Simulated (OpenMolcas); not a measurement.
**What dynamic correlation does to the levels of Ni⁶⁺**

```
Program             : OpenMolcas
Basis               : ANO-R2 [6s5p4d2f1g]
Scalar Hamiltonian  : X2C, finite nucleus
Active space        : 10 electrons in 8 orbitals (RAS1 3p, at most 2 holes; RAS2 3d)
State averaging     : 2S+1 = 5 even, 5 roots; 2S+1 = 3 even, 45 roots; 2S+1 = 1 even, 44 roots
Spin-orbit coupling : state interaction with AMFI integrals over the reference wave functions, term energies averaged over their components
```

Methods on the same reference wave functions:
A. RASSCF
B. SS-RASPT2, IPEA 0.25 Eh, imaginary shift 0.1 Eh (closed shells correlated: 3s)
C. MS-RASPT2, IPEA 0.25 Eh, imaginary shift 0.1 Eh (closed shells correlated: 3s)

Energies in cm-1 above 3d4 5D0, the measured ground level; measured values from Corliss and Sugar, J. Phys. Chem. Ref. Data 10, 197 (1981).

| Level | A | B | C | Measured |
| --- | --- | --- | --- | --- |
| 3d4 5D0 | 0.0 | 0.0 | 0.0 | 0.0 |
| 3d4 5D1 | 291 | 290 | 290 | 279 |
| 3d4 5D2 | 842 | 840 | 838 | 804 |
| 3d4 5D3 | 1610 | 1606 | 1604 | 1520 |
| 3d4 5D4 | 2556 | 2550 | 2550 | 2392 |
| 3d4 3P0(1) | 31179 | 31260 | 31250 | 30077 |
| 3d4 3P1(1) | 32884 | 33000 | 32970 | 31836 |
| 3d4 3P2(1) | 35680 | 35780 | 35730 | 34555 |
| 3d4 3H4 | 36024 | 32540 | 32550 | 31672 |
| 3d4 3H5 | 36722 | 33210 | 33210 | 32286 |
| 3d4 3F2(1) | 37268 | 35480 | 35480 | 34247 |
| 3d4 3H6 | 37405 | 33890 | 33890 | 32877 |
| 3d4 3F3(1) | 37506 | 35590 | 35570 | 34317 |
| 3d4 3F4(1) | 37880 | 35930 | 35870 | 34576 |
| 3d4 3G3 | 43284 | 39520 | 39500 | 38160 |
| 3d4 3G4 | 43977 | 40210 | 40180 | 38746 |
| 3d4 3G5 | 44603 | 40720 | 40720 | 39247 |
| 3d4 1G4(1) | 52569 | 49330 | 49270 |  |
| 3d4 3D3 | 53227 | 48650 | 48650 |  |
| 3d4 3D2 | 53386 | 48880 | 48880 |  |
| 3d4 3D1 | 53714 | 49150 | 49150 |  |
| 3d4 1I6 | 54710 | 49330 | 49320 |  |
| 3d4 1S0 | 56625 | 53820 | 53810 |  |
| 3d4 1D2 | 62881 | 61260 | 61260 |  |

Deviations, from unrounded energies. A percentage is the sum of absolute deviations over the sum of measured energies, with the sign that they share, or ± where signs differ.

```
                        Against measurement  Levels      A     B     C
             mean absolute deviation (cm-1)      16   2600   930   910
      fine structure of the ground term (%)       4   +6.1  +5.8  +5.7
other terms of the ground configuration (%)      12  +10.1  +3.5  +3.5
```

B, C lie about equally close to measurement and A furthest from it. The largest miss of C in the table is 3d4 3G5, by +1500 cm-1. The ranking rests on the paired levels alone, and a cruder setting can come out closer through cancelling errors.

Between B and C the level of the table that moves most is 3d4 3F4(1), by 56 cm-1 (lowest in C, highest in B). Moves below CASPT2's spread within the term are not significant.

The mean deviations of B to C differ by less than CASPT2's widest spread within a term (960 cm-1), so their order carries little weight.

From A to B the spin-free energies of the other terms of 3d4 shown, above 5D, scale by factors of 0.90 to 1.00.

The lowest spin-free term lies below A's lowest term by 0.308 hartree in B, 0.308 hartree in C.

CASPT2 does not keep the components of a term degenerate, so their means are used; among the terms shown or strongly mixed into the levels shown the widest spread is 960 cm-1 (3d4 1I, C). Active for correlation alone: 3p; no level in the range computed is led by a configuration that opens it, so any true level of that kind is missing. The CASPT2 spread within a term exceeds the gap to the next term for 3d4 3D and 3d4 1G(1), so the order of their levels is uncertain (figures for B; the like holds for C). Without dynamic correlation excited terms often stand tens of per cent too high (terms of higher spin than the ground term too low), and those without a measured partner can miss by more than the paired ones (holds for A). Some levels mix across a computed gap that differs much from the measured one, so their mixing is not that of the real levels (holds for A). Measured partners are found by configuration, term and J. A level has none where our copy of the source lacks it or the pairing is in doubt (some pairs that miss far off the trend of their configuration count as doubtful), and it then counts in no deviation. Levels of configurations outside the active space are missing. The table leaves out levels that lie high or whose names do not pair safely across all columns.

A number in round brackets counts repeated terms of one configuration in the order of the reference energies.
